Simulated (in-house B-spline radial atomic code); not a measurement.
Successive ionisation energies of terbium; each step leads to the configuration of the next row (after the last: [Ar] 3d5). NIST's values go from ground level to ground level; the uncertainty of those that are theory runs from under 0.1 % in few-electron ions to several per cent in heavy many-electron ones. Computed with an all-electron radial atomic-structure program (B-spline basis): non-relativistic Hartree-Fock, average of the configuration, point nuclei.

This level leaves out relativity, spin-orbit splitting included, which matters for heavy ions.

```tsv
ion	configuration	ionisation energy (eV)	tabulated value (eV)	computed minus tabulated (eV)	highest orbital	largest mean radius (bohr)
Tb32+	[Ar] 3d10 4s2 4p3	1291.3	1301	-10	4p	0.50876
Tb33+	[Ar] 3d10 4s2 4p2	1336.7	1393	-56	4p	0.50599
Tb34+	[Ar] 3d10 4s2 4p1	?	?	?	?	?
Tb35+	[Ar] 3d10 4s2	?	?	?	?	?
Tb36+	[Ar] 3d10 4s1	1537.6	1610.4	-73	4s	0.49732
Tb37+	[Ar] 3d10	2766.9	2750	17	3d	0.24961
Tb38+	[Ar] 3d9	?	?	?	?	?
Tb39+	[Ar] 3d8	2982.1	2961	21	3d	0.24671
Tb40+	[Ar] 3d7	3091.9	3078	14	3d	0.24527
Tb41+	[Ar] 3d6	3203.2	3189	14	3d	0.24385
```

Fill in the row of Tb34+.

ionisation energy (eV): 1382.6; tabulated value (eV): 1443; computed minus tabulated (eV): -60; highest orbital: 4p; largest mean radius (bohr): 0.50325.

Fill in the row of Tb35+.

ionisation energy (eV): 1489.0; tabulated value (eV): 1559; computed minus tabulated (eV): -70; highest orbital: 4s; largest mean radius (bohr): 0.50056.

Fill in the row of Tb38+.

ionisation energy (eV): 2873.7; tabulated value (eV): 2852; computed minus tabulated (eV): 22; highest orbital: 3d; largest mean radius (bohr): 0.24815.

Where is the largest jump?

From Tb36+ to Tb37+, by a factor of 1.80 (1537.6 to 2766.9 eV); the highest orbital goes from 4s to 3d.
